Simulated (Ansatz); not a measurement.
Consider the atomization: `[SiH3][CH2][GeH2][Cl]` → C• + Cl• + Ge• + 7 H• + Si•.

Isolated molecules relaxed with PBE0-D4/def2-TZVP in Ansatz; ΔE leaves out vibrations. CCSD(T)/CBS adds triple-zeta CCSD(T) − MP2 to the extrapolated MP2 energy (def2 sets, frozen cores). This one scheme is used for every species, atoms too. Functionals use def2-TZVPP. B3LYP here is the variant with VWN-RPA as its local correlation; programs differ in this. No spin–orbit coupling; open shells (•) take unrestricted orbitals. Spin–orbit coupling would lower the free atoms: a little for C, Cl, Si; clearly for Ge. For Ge outer-core shells are correlated without core-valence functions, so the limit isn't a true one: a few kJ/mol of doubt a bond, and 10 to 20 or more in all where bonds break to atoms. Scalar relativity is left out up to krypton. One conformer a species, not always the lowest.

`[SiH3][CH2][GeH2][Cl]`:

Z-matrix (Å, degrees):
```
Si
C 1 1.876
H 1 1.483 2 110.7
H 1 1.488 2 109.8 3 120.3
H 1 1.488 2 109.8 3 -120.6
Ge 2 1.944 1 114.7 3 71.6
H 2 1.095 1 109.3 3 -168.5
H 2 1.093 1 109.9 3 -50.8
Cl 6 2.163 2 108.0 1 -52.0
H 6 1.536 2 111.8 1 64.6
H 6 1.536 2 112.9 1 -168.9
```

Q: What is ΔE at CCSD(T)/CBS? (An estimate is asked.)

A: Ansatz gave: +823.8 kcal/mol.

Q: What do these levels give: r2SCAN-D4, B3LYP-D4, ωB97X-V, ωB97M-V, PBE, PBE0, HF/def2-TZVPP, SCS-MP2/def2-TZVPP, CCSD/def2-TZVPP, HF/def2-QZVPP, SCS-MP2/def2-QZVPP, MP2/CBS(def2)? (An estimate is asked.)

A: The calculation gave: r2SCAN-D4 822.1, B3LYP-D4 816.4, ωB97X-V 826.9, ωB97M-V 820.6, PBE 810.7, PBE0 809.6, HF/def2-TZVPP 622.9, SCS-MP2/def2-TZVPP 809.1, CCSD/def2-TZVPP 797.6, HF/def2-QZVPP 623.4, SCS-MP2/def2-QZVPP 821.0, MP2/CBS(def2) 823.6 kcal/mol.

Largest T1 diagnostic among the species: 0.012.

The D4 term adds +10.3 kcal/mol with B3LYP and +5.4 kcal/mol with PBE0; it sums over pairs of atoms, weighted by their polarisabilities, and B3LYP, whose exchange is more repulsive, gets the larger term. From PBE to PBE0 (25 % exact exchange), in def2-TZVPP and without D4, ΔE moves by −1.1 kcal/mol: exact exchange takes away binding that semilocal exchange gives to molecules. In def2-TZVPP, CCSD(T) changes the Hartree–Fock value by +183.6 kcal/mol (the triples alone add +8.9 kcal/mol) and MP2 by +183.3 kcal/mol; breaking electron pairs costs correlation energy, which Hartree–Fock lacks.

For atomizations the MP2-based limit and the directly extrapolated one differ by several kJ/mol either way, and by 10 to 25 for some Ge, Se and Sn compounds, so smaller differences from it don't rank the levels.
